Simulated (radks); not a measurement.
Values are calculated unless marked as measured or tabulated.
Spin polarisation of the 2p2 shell in the nitrogen ion N+. Start: [He] 2s2 2p(up 1, down 1); electrons of 2p are moved from spin down to spin up, other shells keep equal spins. Code: a radial shooting solver on a logarithmic mesh with Libxc functionals. Model: non-relativistic Kohn-Sham, PBE, spin-polarised, spherical densities, point nucleus.

| moment (Bohr magnetons) | E - E(0) (eV) | e(2p up) (eV) | e(2p down) (eV) | 2s down minus up (eV) | 1s down minus up (eV) |
|---|---|---|---|---|---|
| 0 | 0.000 | -20.693 | -20.693 | 0.000 | 0.000 |
| 0.5 | -0.112 | -21.113 | -20.215 | 0.919 | 0.321 |
| 1 | -0.450 | -21.477 | -19.675 | 1.848 | 0.643 |
| 1.5 | -1.014 | -21.786 | -19.068 | 2.792 | 0.964 |
| 2 | -1.810 | -22.037 | -18.390 | 3.758 | 1.285 |

At moment 2 the spin-polarisation energy is -1.810 eV and the 2p exchange splitting 3.647 eV, that is 1.823 eV per Bohr magneton; E = -I m^2/4 would give I = 1.810 eV.
